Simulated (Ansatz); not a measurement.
```xyz
2

Cl    0.0000    0.0000   -0.5234
F     0.0000    0.0000    0.9886
```

Basis set: 6-31G* (spherical functions). Correlated methods keep 6 orbitals frozen. Charge 0, multiplicity 1.

Computed with Ansatz (development build ahead of 0.2.0); each method stands on the lowest determinant of its kind that the runs found. Restricted open shells among the atoms or ions are ROHF, correlated in semicanonical orbitals with singles.

The atomization energy at this shape (free ground-state atoms in the same class of orbitals less the molecule, no zero-point energy) of singlet ClF:

```tsv
method	atomization energy
RHF	3.16 kcal/mol
```

(1) What does RHF-MP2 give?

## Answers

(1) 44.07 kcal/mol. Caution: the shape is not the minimum.
